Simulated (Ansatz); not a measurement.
(1) Predict a relaxed structure of (F2Al-mu-PH2)3 (Al3P3H6F6), charge 0, singlet, at PBE-D4/def2-SVP (Ansatz).

Answers

(1) 
```xyz
18

Al   -0.8794   -1.6298    1.1154
F    -1.1731   -2.7405    2.3389
F    -2.0110   -1.3350   -0.1078
P    -0.4473    0.6037    1.9081
Al   -1.0787    2.1939    0.2030
F    -2.7526    2.3057    0.2922
F    -0.1444    3.5900    0.2449
P    -0.3401    0.9875   -1.7544
Al    1.7697   -0.0550   -1.2368
F     2.8140   -0.2016   -2.5426
F     2.2291    0.7807    0.1625
P     1.0465   -2.1270   -0.2463
H    -1.2337    0.8143    3.0812
H     0.8737    0.7885    2.4043
H    -0.1911    1.8637   -2.8705
H    -1.3018    0.0549   -2.2367
H     0.7015   -3.1295   -1.2002
H     2.1188   -2.7646    0.4449
```
 This is one stationary point.
